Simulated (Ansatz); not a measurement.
`[CH3][Ge]([OH])([F])[Cl]` + H₂ → `[CH3][GeH]([OH])[F]` + HCl at 700 K and 1 bar (hydrogenolysis of a Ge–Cl bond).

Program: Ansatz. Geometries: PBE0-D4/def2-TZVP. ΔE: electronic, gas phase. CCSD(T)/CBS adds triple-zeta CCSD(T) − MP2 to the extrapolated MP2 energy (def2 sets, frozen cores). This one scheme is used for every species. For Ge outer-core shells are correlated without core-valence functions, which leaves a few kJ/mol of doubt a bond. Scalar relativity is left out up to krypton. Each species was taken in one conformer, which may not be the lowest.

| species | CCSD(T)/CBS energy (Eh) | H − E (kJ/mol) | S (J/(mol·K)) |
| --- | --- | --- | --- |
| `[CH3][Ge]([OH])([F])[Cl]` | -2751.44935 | 220.8 | 481.0 |
| H₂ | -1.17544 | 46.8 | 155.3 |
| `[CH3][GeH]([OH])[F]` | -2292.21807 | 229.5 | 438.2 |
| HCl | -460.38127 | 38.4 | 211.8 |

H − E and S are ideal-gas, rigid-rotor, harmonic terms from PBE0-D4/def2-TZVP, for one conformer and one mirror image of each species. The MP2-based limit puts H₂ 0.8 mEh under its directly extrapolated value; such offsets cancel only in part. 1 Eh = 2625.50 kJ/mol, R = 8.31446 J/(mol·K).

Problem. By hand: ΔE, ΔH, ΔS and ΔG.

Solution. ΔE = (-2292.21807) + (-460.38127) − (-2751.44935) − (-1.17544) = 0.02545 Eh = 66.8 kJ/mol. Δ(H − E) = 229.5 + 38.4 − 220.8 − 46.8 = 0.3, so ΔH = 67.1 kJ/mol. ΔS = 438.2 + 211.8 − 481.0 − 155.3 = 13.7 J/(mol·K). ΔG = 67.1 − 700 × (13.7)/1000 = 57.5 kJ/mol.

Problem. By hand: the equilibrium constant, and the temperature at which ΔG would vanish if ΔH and ΔS stayed fixed.

Solution. log₁₀ K = −ΔG/(RT ln 10) = -4.3. ΔG = 0 at ΔH/ΔS = 4898 K, far beyond where these terms or the molecules hold.

The number of gas molecules stays the same, so ΔS is small and ΔH decides. A doubt of 5 kJ/mol in ΔE shifts log₁₀ K by 0.4 here. Other conformers and mirror images would add mixing entropy, several J/(mol·K) or more a flexible species. These are equilibria of isolated gas molecules and say nothing of rates. Largest T1 diagnostic: 0.011 (customary marks: 0.02 for closed shells, 0.045 for open ones).
